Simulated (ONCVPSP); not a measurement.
# What the settings do to the ONCV potential of germanium (Ge)

Base potential:

* Element: Ge
* Generator: ONCVPSP 4.0.1
* Type: optimised norm-conserving Vanderbilt (ONCV)
* Functional: PBEsol
* Relativity: fully relativistic
* Frozen core: [Ne]
* Valence charge: 22
* Reference configuration: 3s2 3p6 3d10 4s2 4p2
* Partial waves: 3s+4s: rc 1.20 bohr, ncon 3, nbas 7, qcut 8.1 1/bohr, 2 projectors; 3p+4p: rc 1.00 bohr, ncon 5, nbas 8, qcut 11.9 1/bohr, 3 projectors, debl 1 Ha; 3d: rc 1.25 bohr, ncon 4, nbas 9, qcut 13.2 1/bohr, 2 projectors, debl 2.5 Ha
* Local potential: polynomial inside 0.85 bohr (lpopt 5, dvloc0 4 Ha)
* Core correction: Teter function, fcfact 2.75, rcfact 1.05

Open shells are filled in proportion to 2j + 1.

All-electron outer shells of the reference configuration (PBEsol, scalar-relativistic, ld1.x):

```csv
shell,level (eV),outermost node (bohr),outermost maximum (bohr)
2s,-1370.64,0.06,0.18
2p,-1198.08,–,0.14
3s,-168.12,0.26,0.54
3p,-115.43,0.23,0.54
3d,-29.31,–,0.50
4s,-11.74,0.77,1.75
4p,-3.90,0.82,2.22
```

Cutoffs, loose and tight: the cutoffs (Ha) at which the residual kinetic energy of the hardest occupied pseudo-wave falls to 1 and 0.1 mHa per electron. They do not see the model core or the augmentation charge, which bear on the density cutoff. Test errors are all-electron minus pseudo excitation energies from the reference, over the configurations 3s2 3p6 3d10 4s2 4p1; 3s2 3p6 3d10 4s2 4p0; 3s2 3p6 3d10 4s1 4p0; 3s2 3p6 3d10 4s2 4p1.5. A dash means not determined; rows that change the core or the reference have their own tests.

| change | outcome | cutoff, loose | cutoff, tight | bound ghosts | GHOST(+) flags above zero | largest test error (meV) |
| --- | --- | --- | --- | --- | --- | --- |
| base | generated | 69 Ha | 77 Ha | none | none | +2.0 |
| functional Wu-Cohen; d: rc 1, qcut 16.5 | generated | 107 Ha | 119 Ha | none | none | +3.4 |
| s: rc 1.3 | generated | 69 Ha | 77 Ha | none | none | +2.0 |
| d: qcut 8.6 | generated | 191 Ha | 245 Ha | none | none | +1.8 |
| core correction Teter function, fcfact 2.75, rcfact 1.34 | generated | 69 Ha | 77 Ha | none | none | +2.0 |
| d: nbas 8 | generated | 69 Ha | 77 Ha | none | none | +2.1 |

Task: What comes out with this change to the base: d: ncon 3, nbas 8?

Result: outcome: generated; cutoff, loose: 68 Ha; cutoff, tight: 75 Ha; bound ghosts: none; GHOST(+) flags above zero: none; largest test error (meV): +2.0.
